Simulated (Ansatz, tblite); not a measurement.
Spin states of Cd3⁺ (the lowest doublet isomer of a short search), each relaxed with r2SCAN/def2-TZVP in Ansatz. Electronic energies in the gas phase.

In the def2 sets Cd takes a core potential, while STO-3G treats all electrons; there is no spin–orbit coupling. The xTB rows come from tblite. HSE06 is defined as in plane-wave codes, on full-range PBE exchange. Correlated methods freeze no core orbitals; core or outer-core shells of Cd are correlated, in sets that lack core-valence functions. The structure comes from a short search, and lower isomers may exist.

Doublet geometry (D∞h within 0.1 Å):

Cartesian coordinates in Å:
```
Cd 0.010 -0.011 -0.003
Cd 0.306 1.051 -2.646
Cd -0.316 -1.040 2.649
```

Quartet geometry (D∞h within 0.1 Å):

```xyz
3

Cd    0.012    0.010    0.009
Cd   -0.259   -1.922    2.406
Cd    0.247    1.912   -2.416
```

⟨S²⟩: doublet 0.77 at PBE0/def2-TZVP (pure 0.75), quartet 3.75 at PBE0/def2-TZVP (pure 3.75).

Run but left out: MP2/def2-TZVP (doublet: ⟨S²⟩ 0.93, where a pure state has 0.75).

Only these spin states were relaxed.

Problem. Estimate which spin state lies lowest at each of these levels, and by how much: GFN1-xTB; GFN2-xTB; HF/STO-3G; HF/def2-TZVP; LDA (SPW92)/def2-TZVP; PBE/def2-TZVP; revPBE/def2-TZVP; r2SCAN/def2-TZVP; PBE0/def2-TZVP; HSE06/def2-TZVP; ωB97X-V/def2-TZVP; PBE-QIDH/def2-TZVP; RPA@PBE/def2-TZVP; CCSD/def2-TZVP; CCSD(T)/def2-TZVP.

Solution. 
| level | quartet − doublet (kcal/mol) | lowest of these | remarks |
| --- | --- | --- | --- |
| GFN1-xTB | 158.3 | doublet | – |
| GFN2-xTB | 171.5 | doublet | – |
| HF/STO-3G | 80.3 | doublet | spin-contaminated (⟨S²⟩ 0.99) (doublet) |
| HF/def2-TZVP | 57.5 | doublet | spin-contaminated (⟨S²⟩ 0.93) (doublet) |
| LDA (SPW92)/def2-TZVP | 96.5 | doublet | – |
| PBE/def2-TZVP | 88.7 | doublet | – |
| revPBE/def2-TZVP | 85.7 | doublet | – |
| r2SCAN/def2-TZVP | 84.0 | doublet | – |
| PBE0/def2-TZVP | 83.6 | doublet | – |
| HSE06/def2-TZVP | 83.5 | doublet | – |
| ωB97X-V/def2-TZVP | 85.8 | doublet | – |
| PBE-QIDH/def2-TZVP | 80.7 | doublet | spin-contaminated (⟨S²⟩ 0.84) (doublet) |
| RPA@PBE/def2-TZVP | 82.1 | doublet | – |
| CCSD/def2-TZVP | 81.2 | doublet | spin-contaminated (⟨S²⟩ 0.93) (doublet) |
| CCSD(T)/def2-TZVP | 83.2 | doublet | spin-contaminated (⟨S²⟩ 0.93) (doublet) |

Change of the quartet − doublet gap on mixing in exact exchange, in kcal/mol: PBE to PBE0 (25 % exact exchange) -5.1. The xTB methods have no term that favours high spin, so they put low spin too low.
